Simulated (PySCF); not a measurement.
## How methods differ on the ionisation energy of Nb

Nb [Kr] 4d4 5s1 (6D) → Nb⁺ [Kr] 4d4 (5D), as a difference of total energies. Calculation: PySCF 2.14, in def2-TZVPPD with the def2 core potential (28 electrons); a scalar-relativistic core potential. Correlated levels: valence: 4s2 4p6 frozen; valence and next inner shell: nothing frozen outside the core potential. The calculations carry no spin-orbit coupling.

**Question.** Order these methods by the ionisation energy they give, lowest first.
A. BHandHLYP
B. LDA
C. SCS-MP2 (valence)
D. MP2 (valence)

**Answer.** C (6.148 eV), D (6.443 eV), A (6.513 eV), B (7.458 eV).

Errors of the correlated levels include the incompleteness of this basis and the frozen core.

For comparison: 6.776 eV (measured; NIST levels, between the centres of gravity of the two terms).
